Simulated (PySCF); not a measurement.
## `CC1=C[PH2+]C(C)=C1`, [C$_{6}$H$_{10}$P]+, charge +1

Molfile (atoms numbered from 1):
```
C6H10P
     RDKit          3D

 17 17  0  0  0  0  0  0  0  0999 V2000
    2.6503   -0.1489    0.2083 C   0  0  0  0  0  0  0  0  0  0  0  0
    1.2331    0.2057    0.0065 C   0  0  0  0  0  0  0  0  0  0  0  0
    0.7754    1.4122   -0.4140 C   0  0  0  0  0  0  0  0  0  0  0  0
   -0.9939    1.3421   -0.4979 P   0  0  0  0  0  0  0  0  0  0  0  0
   -1.0891   -0.3800    0.0576 C   0  0  0  0  0  0  0  0  0  0  0  0
   -2.3565   -1.1338    0.2272 C   0  0  0  0  0  0  0  0  0  0  0  0
    0.1782   -0.7834    0.2655 C   0  0  0  0  0  0  0  0  0  0  0  0
    2.8121   -0.4571    1.2416 H   0  0  0  0  0  0  0  0  0  0  0  0
    2.9126   -1.0005   -0.4202 H   0  0  0  0  0  0  0  0  0  0  0  0
    3.3092    0.6822   -0.0233 H   0  0  0  0  0  0  0  0  0  0  0  0
    1.3705    2.2737   -0.6593 H   0  0  0  0  0  0  0  0  0  0  0  0
   -1.5306    1.5379   -1.7494 H   0  0  0  0  0  0  0  0  0  0  0  0
   -1.6548    2.2164    0.3335 H   0  0  0  0  0  0  0  0  0  0  0  0
   -2.1512   -2.1455    0.5677 H   0  0  0  0  0  0  0  0  0  0  0  0
   -3.0039   -0.6463    0.9560 H   0  0  0  0  0  0  0  0  0  0  0  0
   -2.9046   -1.1890   -0.7132 H   0  0  0  0  0  0  0  0  0  0  0  0
    0.4362   -1.7738    0.6034 H   0  0  0  0  0  0  0  0  0  0  0  0
  1  2  1  0
  2  3  2  0
  3  4  1  0
  4  5  1  0
  5  6  1  0
  5  7  2  0
  7  2  1  0
  1  8  1  0
  1  9  1  0
  1 10  1  0
  3 11  1  0
  4 12  1  0
  4 13  1  0
  6 14  1  0
  6 15  1  0
  6 16  1  0
  7 17  1  0
M  CHG  1   4   1
M  END
```

Method: GIAO PBE0/pcSseg-1 magnetisability, rotational g tensor and spin-rotation constants, non-relativistic, gas phase (PySCF). Geometry: GFN2-xTB.

For an ion the centre-of-mass motion in the field is neglected.

**Question.** What are the magnetisability and the molar susceptibility?

**Answer.** Isotropic -1131 × 10⁻³⁰ J/T², or -68.1 × 10⁻⁶ cm³/mol; principal values -1361, -1080, -953 × 10⁻³⁰ J/T², anisotropy 362 × 10⁻³⁰ J/T² (root of half the summed squared differences of the principal values). The susceptibility is in cgs units.

**Question.** Split it along the inertial axes a, b, c into diamagnetic and paramagnetic parts about the centre of mass, with the quadrupole moment.

**Answer.** 
| axis | χ (10⁻⁶ cm³/mol) | diamagnetic (10⁻⁶ cm³/mol) | paramagnetic (10⁻⁶ cm³/mol) | summed x² of all electrons (Å²) | quadrupole Θ (D Å) |
| --- | --- | --- | --- | --- | --- |
| a | -64.9 | -426.9 | 362.0 | 173.4 | +10.99 |
| b | -57.5 | -801.4 | 743.9 | 85.1 | +5.27 |
| c | -82.0 | -1096.8 | 1014.9 | 15.5 | -16.26 |

Anisotropies 2χaa − χbb − χcc = +9.6 and 2χbb − χaa − χcc = +31.9 × 10⁻⁶ cm³/mol. Θ is traceless in Buckingham's convention.

**Question.** And the rotational g tensor?

**Answer.** 
```
axis  rotational constant (GHz)        g  nuclear part  electronic part
   a                     3.6891  -0.0128        0.6146          -0.6274
   b                     1.7807  -0.0096        0.6128          -0.6224
   c                     1.2334  +0.0149        0.6030          -0.5881
```
Asymmetric top; isotopes 12C, 1H, 31P; no vibrational averaging.
